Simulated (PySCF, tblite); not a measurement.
C₆H₇N₂P.
Structure used (GFN2-xTB), in Å, numbered top down from 1:
```
atom  x, y, z in Å
C1    -2.1990   -0.4183   -0.3237
C2    -1.3323    0.2992    0.7094
N3     0.0260    0.4364    0.2411
C4     0.4500    1.4751   -0.5185
P5     2.0841    1.3700   -1.0279
C6     2.1754   -0.1816   -0.1608
C7     3.3174   -0.9851   -0.0890
N8     4.2566   -1.6434   -0.0335
C9     0.9770   -0.4939    0.4396
H10   -1.8089   -1.4146   -0.5190
H11   -2.2109    0.1366   -1.2592
H12   -3.2179   -0.5079    0.0428
H13   -1.7336    1.2965    0.9076
H14   -1.3216   -0.2635    1.6469
H15   -0.2372    2.2738   -0.7354
H16    0.7675   -1.3702    1.0274
```

Computed, not measured: PBE0/pcSseg-1 in PySCF (dipole) on a GFN2-xTB geometry, gas phase.

Masses are those of the commonest isotopes; rigid-rotor values at the optimised geometry. The values belong to one conformer with, in the numbering `[CH3:1][CH2:2][n:3]1[cH:4][p:5][c:6]([C:7]#[N:8])[cH:9]1`, C1–C2–N3–C4 87°.

Question: What are A, B and C (MHz)?

Answer: Ia = 183.70, Ib = 557.13, Ic = 696.43 u·Å²; 505379 MHz·u·Å²/I gives A = 2751, B = 907.1, C = 725.7 MHz.

Question: What kind of rotor is it?

Answer: An asymmetric top; Ray's κ = -0.821.

Question: What does the inertial defect say?

Answer: Not planar: Δ = Ic − Ia − Ib = -44.41 u·Å². For a rigid frame Δ = −2 Σ m c², so Σ m c² = 22.20 u·Å² lies off the ab plane: 6.98 from hydrogen and 15.22 from heavier atoms. The atom farthest from that plane is 1.43 Å away.

Question: Give the other two planar moments, Paa and Pbb, and the rms extents of the mass along the axes.

Answer: Paa = Σ m a² = (Ib + Ic − Ia)/2 = 534.93 and Pbb = Σ m b² = (Ia + Ic − Ib)/2 = 161.50 u·Å². With the mass M = 138.03 u, the rms extents √(P/M) along a, b and c are 1.97, 1.08, 0.40 Å.

Question: Which lines would a microwave search look for?

Answer: The dipole components are |μa| = 7.75 D, |μb| = 0.09 D, |μc| = 0.78 D. The squared components, which scale the intensities, stand as 1.00 : 0.00 : 0.01 (a : b : c). Some lines, for components of 0.1 D or more:

```tsv
type	branch	J(Ka,Kc)	MHz	lower level (cm⁻¹)
c	Q	5(1,5) ← 5(0,5)	917	0.803
c	Q	1(1,1) ← 1(0,1)	1844	0.054
a	Q	5(1,4) ← 5(1,5)	2706	0.833
a	R	2(1,2) ← 1(1,1)	3084	0.116
a	R	2(0,2) ← 1(0,1)	3253	0.054
c	Q	3(2,2) ← 3(1,2)	5268	0.409
c	Q	2(2,1) ← 2(1,1)	5532	0.237
a	R	4(1,4) ← 3(1,3)	6144	0.373
a	R	4(2,3) ← 3(2,2)	6521	0.585
a	R	5(4,1) ← 4(4,0)	8192	1.577
a	R	5(1,4) ← 4(1,3)	8556	0.638
c	R	2(2,0) ← 1(1,0)	8992	0.122
c	Q	4(3,2) ← 4(2,2)	9528	0.809
c	Q	3(3,1) ← 3(2,1)	9618	0.587
c	Q	5(4,2) ← 5(3,2)	13495	1.401
c	R	3(3,1) ← 2(2,1)	14579	0.422
c	R	5(2,4) ← 4(1,4)	14868	0.578
c	R	5(3,3) ← 4(2,3)	17917	0.802
```

Its GFN2-xTB frequencies are all real (lowest 44 cm⁻¹). Zero-point vibration and centrifugal distortion are left out. A rigid rotor knows nothing of internal rotation, which can split or shift real lines. Quadrupole hyperfine structure (14N) is left out.

Hardware: an Arm Neoverse V2 with one thread, shared host with 96 logical CPUs at a one-minute load of 39. Cost: 25 s, 0.78 GiB resident at most. This is the PBE0/pcSseg-1 job that gave the dipole, with the shieldings it also computed.
